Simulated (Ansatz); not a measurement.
TIPS-pentacene, `CC(C)[Si](C#Cc1c2cc3ccccc3cc2c(C#C[Si](C(C)C)(C(C)C)C(C)C)c2cc3ccccc3cc12)(C(C)C)C(C)C`, 100 atoms. Hardware: 4 threads of AMD EPYC 7R13 on a shared host and a share (37 GiB) of an NVIDIA H100 80GB HBM3.

Correlated methods freeze 54 core orbitals. Single mean-field runs in 6-31G, def2-SVP, def2-mTZVP are fitted with def2-universal-jkfit.

Task: How many basis functions does each of these Ansatz runs have, and roughly what does it cost? B2PLYP/def2-SVP, charge 0 singlet, energy, from earlier orbitals; PBE-D4/def2-SVP, charge 1 doublet at the geometry of the charge 0 singlet, energy, from earlier orbitals; B3LYP-D4/def2-SVP, charge 0 singlet, energy and forces, from earlier orbitals; PBE-D4/def2-SVP, charge 0 singlet, relaxation, 4 steps; B3LYP-D4/def2-SVP, charge -1 doublet at the geometry of the charge 0 singlet, energy, from earlier orbitals; HF/STO-3G, charge 0 singlet, energy; HF/6-31G, charge 0 singlet, energy; B3LYP-D4/6-31G, charge 0 singlet, energy; r2SCAN-D4/def2-mTZVP, charge 0 singlet, energy, from earlier orbitals; B3LYP-D4/def2-SVP, charge 1 doublet at the geometry of the charge 0 singlet, energy, from earlier orbitals; PBE-D4/def2-SVP, charge 0 singlet, energy, from earlier orbitals; PBE0-D4/def2-SVP, charge 0 triplet at the geometry of the charge 0 singlet, energy.

Result: Other jobs shared the machine, so times can vary by a factor of up to 3.

| run | functions | fitting or Cholesky vectors | wall time | peak host memory (GiB) |
| --- | --- | --- | --- | --- |
| HF/6-31G, charge 0 singlet, energy | 530 | 4528 | 3.2 s | 1.2 |
| HF/STO-3G, charge 0 singlet, energy | 292 | 4157 | 3.4 s | 1.1 |
| B3LYP-D4/6-31G, charge 0 singlet, energy | 530 | 4528 | 4.8 s | 1.2 |
| PBE-D4/def2-SVP, charge 0 singlet, energy, from earlier orbitals | 922 | 4528 | 6.5 s | 1.3 |
| r2SCAN-D4/def2-mTZVP, charge 0 singlet, energy, from earlier orbitals | 1042 | 4528 | 9.1 s | 1.5 |
| PBE-D4/def2-SVP, charge 1 doublet at the geometry of the charge 0 singlet, energy, from earlier orbitals | 922 | 4528 | 12 s | 1.6 |
| B3LYP-D4/def2-SVP, charge -1 doublet at the geometry of the charge 0 singlet, energy, from earlier orbitals | 922 | 4528 | 14 s | 1.6 |
| B3LYP-D4/def2-SVP, charge 0 singlet, energy and forces, from earlier orbitals | 922 | 4528 | 14 s | 2.7 |
| B2PLYP/def2-SVP, charge 0 singlet, energy, from earlier orbitals | 922 | 4528 | 15 s | 6.4 |
| PBE0-D4/def2-SVP, charge 0 triplet at the geometry of the charge 0 singlet, energy | 922 | 4528 | 18 s | 1.7 |
| B3LYP-D4/def2-SVP, charge 1 doublet at the geometry of the charge 0 singlet, energy, from earlier orbitals | 922 | 4528 | 24 s | 1.6 |
| PBE-D4/def2-SVP, charge 0 singlet, relaxation, 4 steps | 922 | 4528 | 27 s | 1.4 |
